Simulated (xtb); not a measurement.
xtb input:

```bash
xtb mol.xyz --gfn 2 --sp --chrg -1 --uhf 0
```
mol.xyz:
```
5

Sn    -0.26688993     0.12455399    -0.09800237
O      1.62770118    -0.57396192     0.51432448
H     -1.13628801    -0.36346601     1.42130985
H     -0.76682618    -1.41584919    -0.92234937
H      2.22600130     0.14331082     0.28656241
```

### Question
What final total energy does it print?

### Answer
-7.91834 Eh (GFN2-xTB).

It need not be the lowest isomer of its formula. Whether it binds its extra electron was not tested at this geometry.
